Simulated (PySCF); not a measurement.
## Working out the ionisation energy of Ni

Ni [Ar] 3d8 4s2 (3F) → Ni⁺ [Ar] 3d9 (2D). All numbers are calculated (PySCF 2.14, the non-relativistic Hamiltonian (point nucleus), in pcseg-2 (6s4p3d2f1g, 56 functions)). Frozen: [Ar]. Energies in hartree (1 hartree = 27.21139 eV):

```
             part    Ni (lower)   Ni⁺ (upper)
              UHF  -1506.852986  -1506.566879
MP2 opposite-spin     -0.179558     -0.206623
    MP2 same-spin     -0.099544     -0.119998
```

Q: What does Hartree-Fock give?

A: (-1506.566879) − (-1506.852986) = 0.286107 hartree = 7.785 eV.

Q: What do MP2 and SCS-MP2 (6/5 opposite-spin, 1/3 same-spin) give?

A: The opposite-spin parts differ by -0.736 eV and the same-spin parts by -0.557 eV. MP2: 7.785 + (-0.736) + (-0.557) = 6.492 eV. SCS-MP2: 7.785 + 1.2 × (-0.736) + (-0.557)/3 = 6.716 eV.

Reference: 7.640 eV (measured; NIST Atomic Spectra Database, ionization energies), between the lowest levels; spin-orbit coupling is absent from the calculation.

The calculation is non-relativistic.

What remains against the reference includes basis incompleteness, the frozen core and correlation beyond second order.
